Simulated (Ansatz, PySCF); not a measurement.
Process, species as SMILES: [O]=[Ge]([F])[F] → [O]=[Ge]([F])[F] as doublet, charge +1 + e-
Geometries: B3LYP-D3(BJ)/def2-TZVP minima from Ansatz (a quantum-chemistry and plane-wave program).

Quantity: adiabatic ionisation energy (0 K, with B3LYP-D3(BJ) harmonic zero-point energies from PySCF), in eV. Correlated levels leave the core frozen unless marked. UHF or UKS for open shells. No spin-orbit coupling. Frozen are the shells of the preceding noble gas and the d and f shells that filled before the atom's block. Non-relativistic. CBS marks a two-point X^-3 extrapolation of the correlation energy; Hartree-Fock from the larger set. [CCSD(T)-MP2]/basis is that difference in the basis named.

| level | program | adiabatic ionisation energy (eV) | minus last row |
|---|---|---|---|
| PBE0/def2-SVP | Ansatz | 11.26 | -0.26 |
| r2SCANh/def2-TZVPD | Ansatz | 11.26 | -0.26 |
| LC-wPBE-D4/def2-TZVPD | Ansatz + dftd4 | 11.42 | -0.10 |
| wB97X-V/def2-TZVPD | Ansatz | 11.31 | -0.21 |
| CCSD/6-31G* | Ansatz | 10.82 | -0.70 |
| RI-MP2/CBS(aug-cc-pVTZ,aug-cc-pVQZ)+[CCSD(T)-MP2]/aug-cc-pVDZ | Ansatz | 11.50 | -0.02 |
| RI-MP2/CBS(cc-pVTZ,cc-pVQZ)+[CCSD(T)-MP2]/cc-pVTZ | Ansatz | 11.52 | 0.00 |
